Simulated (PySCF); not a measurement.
## Deuteron quadrupole couplings in `C=C1C[C@](C#N)(CO)[SiH2]1`

Compound: C6H9NOSi.
Numbering: `[CH2:1]=[C:2]1[CH2:3][C@:4]([C:5]#[N:6])([CH2:7][OH:8])[SiH2:9]1` (hydrogens: H10, H11 on C1; H12, H13 on C3; H14, H15 on C7; H16 on O8; H17, H18 on Si9)

Geometry (GFN2-xTB, Å), atoms numbered from 1 in this order:
```
atom  x, y, z in Å
C1     2.8082   -0.4371    0.6085
C2     1.5576   -0.4164    0.1781
C3     0.6817    0.7891   -0.0812
C4    -0.6547    0.0589   -0.3789
C5    -1.1921    0.3839   -1.6557
N6    -1.6365    0.6393   -2.6821
C7    -1.7190    0.3024    0.6976
O8    -2.0765    1.6551    0.8216
Si9    0.2260   -1.6768   -0.2806
H10    3.3399   -1.3606    0.7650
H11    3.3535    0.4706    0.8199
H12    1.0349    1.3705   -0.9354
H13    0.5937    1.4615    0.7733
H14   -2.6024   -0.3190    0.4845
H15   -1.3241    0.0168    1.6762
H16   -2.4259    1.9654   -0.0226
H17   -0.3178   -2.5392    0.7657
H18    0.3447   -2.3581   -1.5654
```

Level: PBE0/pcSseg-1 (PySCF, non-relativistic); Q(2H) = 0.00286 b; rigid geometry, the same for H and D, with no vibrational averaging.

Problem. Rank these positions by the coupling χzz of a deuteron there, largest first.
A. H16 (hydroxyl hydrogen)
B. H14 (methylene hydrogen)
C. H15 (methylene hydrogen)
D. H18 (Si–H hydrogen)
E. H12 (methylene hydrogen)
F. H11 (vinylic hydrogen)

Solution. A (306 kHz), F (222 kHz), E (203 kHz), C (197 kHz), B (188 kHz), D (110 kHz).

Problem. Give the electric field gradient Vzz (the principal value of largest size), its asymmetry and the 2H coupling at each hydrogen.

Solution. 
```tsv
atom	bonded to	bond length (Å)	Vzz (au)	η	χzz (kHz)
H10	C1	1.077	0.3361	0.04	226
H11	C1	1.080	0.3301	0.04	222
H12	C3	1.092	0.3014	0.03	203
H13	C3	1.091	0.3037	0.03	204
H14	C7	1.101	0.2798	0.05	188
H15	C7	1.093	0.2925	0.05	197
H16	O8	0.965	0.4557	0.15	306
H17	Si9	1.461	0.1633	0.02	110
H18	Si9	1.459	0.1635	0.01	110
```

Problem. Average by the element that carries the hydrogen.

Solution. on C: 206 kHz over 6 positions, mean bond length 1.089 Å; on O: 306 kHz over 1 position, mean bond length 0.965 Å; on Si: 110 kHz over 2 positions, mean bond length 1.460 Å.

Problem. How does χzz go with the bond length over the 6 C–H bonds?

Solution. A straight-line fit has a slope of -16.4 kHz for each 0.01 Å, with a correlation coefficient of -0.99, over lengths from 1.077 to 1.101 Å. The longer bonds have the smaller couplings here.

Problem. Give the 2H NMR doublet splittings at H10 for a magnetic field along the z, y and x axes of the gradient: 3χ/2, 3χ(1 + η)/4, 3χ(1 − η)/4.

Solution. With |χ| = 225.8 kHz and η = 0.044: 339, 177 and 162 kHz, to first order and without motion.

Isolated species at its GFN2-xTB geometry (one conformer only). GFN2-xTB bond lengths can be off by several hundredths of an ångström, more for odd bonds, and the gradients follow them. The basis is small and wasn't made for field gradients, so the couplings can be 20 % off.

The run behind these numbers computed NMR shieldings as well. Hardware: Arm Neoverse N1, one thread (shared host). Cost: 72 s wall, 0.91 GiB resident at most.
